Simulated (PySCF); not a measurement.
# Peak assignment

Geometry:
```csv
atom,x (Å),y (Å),z (Å)
C1,-1.093,-2.633,-0.506
C2,-1.574,-1.408,-0.628
F3,-2.887,-1.257,-0.966
Si4,-0.669,0.246,-0.380
C5,1.057,-0.266,0.050
C6,2.195,-0.559,0.328
C7,3.551,-0.935,0.657
Si8,-1.735,1.955,0.846
O9,-1.658,2.812,-0.577
Si10,-1.028,2.018,-1.895
H11,-0.062,-2.767,-0.240
H12,-1.695,-3.513,-0.661
H13,4.102,-0.067,1.018
H14,3.548,-1.701,1.433
H15,4.052,-1.330,-0.227
H16,-3.146,1.876,1.216
H17,-0.987,2.738,1.827
H18,0.102,2.824,-2.353
H19,-2.083,1.977,-2.904
```

Theoretical values (PySCF 2.14): σ from GIAO-PBE0/pcSseg-1, coordinates at the GFN2-xTB level. One computed conformer, averaged over atoms made equivalent by symmetry, fast rotation or ring inversion, non-relativistic Hamiltonian, gas phase.

References, each an isolated molecule treated in the same way: ¹³C (σ = 186.93 ppm), ¹H (σ = 31.72 ppm) vs TMS.

Task: Assign these signals to the numbered atoms. ¹³C{¹H} NMR (computed): δ 180.4, 123.0, 114.9, 79.1, 6.5.

Result: 
```tsv
δ (ppm)	atoms	environment	reason
180.4	C2	fully substituted alkene carbon	–
123.0	C6	alkyne carbon	–
114.9	C1	terminal =CH2 carbon	an sp2 carbon of a C=C bond
79.1	C5	alkyne carbon	sp carbons lie upfield of alkene carbons because the cylindrical π system leaves one tensor component strongly shielded
6.5	C7	propargylic methyl carbon	saturated and bonded to C and H only
```

Task: Assign these signals to the numbered atoms. ¹H NMR (600 MHz, computed): δ 5.97 (m, 2H), 5.90 (m, 2H), 5.71 (m, 1H), 5.53 (m, 1H), 2.20 (s, 3H).

Result: 
| δ (ppm) | atoms | environment | reason |
| --- | --- | --- | --- |
| 5.97 | H16/H19 | hydrogen on a silicon bonded to O, Si, in a 4-membered ring | – |
| 5.90 | H17/H18 | hydrogen on a silicon bonded to O, Si, in a 4-membered ring | – |
| 5.71 | H12 | hydrogen on a terminal =CH2 carbon | olefinic region |
| 5.53 | H11 | hydrogen on a terminal =CH2 carbon | – |
| 2.20 | H13/H14/H15 | hydrogen on a propargylic methyl carbon | – |

H16/H19 and H17/H18 lie closer than the usual error of such a calculation, so a measured spectrum could show them in the other order.

Splittings by ¹⁹F in the carbon and heteronuclear signals aren't shown, as no couplings were computed. Shifts are as computed. Against solution values, carbons near 30 ppm lie about +3 ppm off and those near 130 ppm about +5 ppm. Of 1211 compounds with measured shifts, 218 miss one by over three times the rms of a fit or turn the order of signals round; such compounds aren't used in these exercises. Multiplicities follow the n + 1 count of equivalent neighbours, as no J values were calculated; m marks all less simple cases, F and P coupling included.
